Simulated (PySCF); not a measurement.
iodine monochloride cation (ClI), SMILES ICl (connectivity only; charge and spin as stated), charge +1, multiplicity 2. Atoms are numbered in the order given.

```xyz
2

Cl     0.0000     0.0000    -1.7065
I      0.0000     0.0000     0.5474
```
Charge +1, spin multiplicity 2.

The structure is a stationary point at B3LYP-D3(BJ)/def2-TZVP. The multiplicity is an assumed one; other spin states were not compared. The def2 effective core potentials stand for the cores of I; spin–orbit coupling is left out.

The numbers are results of M06-2X/def2-TZVPD run with PySCF, not measurements.

Mulliken values depend strongly on the basis, most of all with diffuse functions as here. ESP charges are fitted to the potential on shells at 1.4 to 2.0 van der Waals radii. Atomic charges (e):

```json
[
 {"atom": "Cl1", "Mulliken": "0.09", "ESP fit": "…", "Mulliken spin": "0.12"},
 {"atom": "I2", "Mulliken": "0.91", "ESP fit": "…", "Mulliken spin": "0.88"}
]
```

Question: Some entries are withheld; supply them. (Estimate from the structure and the level; the computed values follow.)

Answer: 
- Cl1, ESP fit: 0.18
- I2, ESP fit: 0.82
